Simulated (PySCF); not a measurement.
Computed vibrations of Sm4S4

Sm4S4 (singlet in the valence; each metal's 4f electrons, 6 of them, lie in its core potential, out of spins and levels). PySCF 2.14.0, RKS BP86, Sm lcecp-0-SVP with ECP52, S def2-SVP; non-relativistic Hamiltonian with scalar-relativistic core potentials where named; density fitting; no spin-orbit coupling. Central differences of gradients.

```xyz
8

Sm    1.4015    1.4015    1.4015
Sm    1.4015   -1.4015   -1.4015
Sm   -1.4015    1.4015   -1.4015
Sm   -1.4015   -1.4015    1.4015
S     1.4495    1.4495   -1.4495
S     1.4495   -1.4495    1.4495
S    -1.4495    1.4495    1.4495
S    -1.4495   -1.4495   -1.4495
```

Run from Python with OMP_NUM_THREADS=4. Where DIIS fails, smearing, a level shift and second-order steps follow.
It took 95 s on 4 threads of Arm Neoverse V2, on a shared host.

Q: What are the harmonic wavenumbers and infrared intensities?

A: Modes are labelled in Td; negative numbers are unstable modes, those under 60 cm⁻¹ near the noise; a finer grid moves soft modes by up to 10 cm⁻¹.
```csv
cm⁻¹,km/mol,symmetry
75,0.0,e
75,0.0,e
84,1.5,t2
84,1.5,t2
84,1.5,t2
121,0.0,a1
177,0.0,t1
177,0.0,t1
177,0.0,t1
187,0.0,e
187,0.0,e
226,34.8,t2
226,34.8,t2
226,34.8,t2
229,0.0,a1
240,130.4,t2
240,130.4,t2
240,130.4,t2
```

Q: Is this a minimum?

A: Yes. Ideal gas at 298.15 K and 1 bar: S = 542.7 J/(mol K), Cp = 173.9 J/(mol K), H − H(0 K) = 39.1 kJ/mol (rigid rotor, harmonic modes, spin degeneracy alone, that of the 4f electrons in the core included).

An lcecp potential fixes the number of 4f electrons, so in runs with it no electron can move into or out of that shell.
